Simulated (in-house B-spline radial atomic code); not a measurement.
What moves the levels of Rh ([Kr] 4d8 5s1)? Level of theory: Dirac-Hartree-Fock, average of configuration, Fermi nucleus of rms radius 4.4945 fm; calculated with an all-electron radial atomic-structure program (B-spline basis).

Baseline run (computed): total energy -4782.6458 hartree, 1s1/2 at -858.4334 hartree, 5s1/2 at -6.2079 eV with <r> = 3.607 bohr.

Scaling the speed of light c (a factor of 100 is close to the non-relativistic limit):

```
c/c0  ΔE (hartree)  5s1/2 level (eV)  5s1/2 <r> (bohr)
 0.9       -24.297          -6.31896              3.56
0.98       -4.2243          -6.22694             3.599
1.02        3.9604          -6.19018             3.614
 1.2        30.706          -6.07306             3.666
 100        96.843          -5.80243             3.795
```

Changing the nucleus:

```json
{"nucleus": "Gaussian nucleus of rms radius 4.4945 fm", "ΔE (eV)": "-0.00619"}
{"nucleus": "uniform spherical nucleus of rms radius 4.4945 fm", "ΔE (eV)": "0.00254"}
{"nucleus": "Gaussian nucleus of rms radius 0.01 fm", "ΔE (eV)": "-2.31"}
{"nucleus": "Fermi nucleus of rms radius 4.4046 fm", "ΔE (eV)": "-0.0864"}
{"nucleus": "Fermi nucleus of rms radius 4.5844 fm", "ΔE (eV)": "0.0879"}
```

A larger nucleus binds the electrons less, roughly as the density at the nucleus times the change of the nuclear <r²>. At equal rms radius the shape enters only through higher moments. A radius of 0.01 fm is nearly a point.

Task: The nuclear charge is raised by 0.1. What does the Hellmann-Feynman theorem predict for the energy, and what is found?

Result: dE/dZ ≈ -Σ<1/r>, which is -257.407 at the start and -258.202 at the end; their mean times 0.1 is -25.78 hartree, and the two runs differ by -25.78 hartree.
